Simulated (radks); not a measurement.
Ionisation of the neon ion Ne+, [He] 2s2 2p5, to [He] 2s2 2p4 as the strength of local exchange is varied. Calculated with a radial shooting solver on a logarithmic mesh with Libxc functionals: scalar-relativistic Kohn-Sham, Slater X-alpha exchange (alpha = 2/3 is LDA exchange), no correlation, spin-polarised, spherical densities, point nucleus; open shells are filled with parallel spins first.

| alpha | E(Ne+) (hartree) | exchange (hartree) | IE (eV) | -e of the level emptied (eV) | <r> of it (bohr) |
|---|---|---|---|---|---|
| 0.667 | -126.88763 | -10.47160 | 39.532 | 29.530 (2p) | 0.8996 |
| 0.706 | -127.50119 | -11.12835 | 40.399 | 30.368 (2p) | 0.8930 |
| 0.737 | -127.99064 | -11.65387 | 41.095 | 31.043 (2p) | 0.8879 |
| 0.875 | -130.18830 | -14.03065 | 44.270 | 34.135 (2p) | 0.8658 |
| 0.905 | -130.67011 | -14.55541 | 44.977 | 34.826 (2p) | 0.8612 |
| 0.939 | -131.21792 | -15.15361 | 45.785 | 35.618 (2p) | 0.8561 |
| 1.001 | -132.22165 | -16.25397 | 47.279 | 37.084 (2p) | 0.8469 |
| 1.012 | -132.40037 | -16.45048 | 47.546 | 37.347 (2p) | 0.8453 |

NIST Atomic Spectra Database: 40.963 eV (measured). The Delta-SCF value meets it near alpha = 0.73. Open shells are spherical and high-spin; term and fine-structure splittings are not resolved.
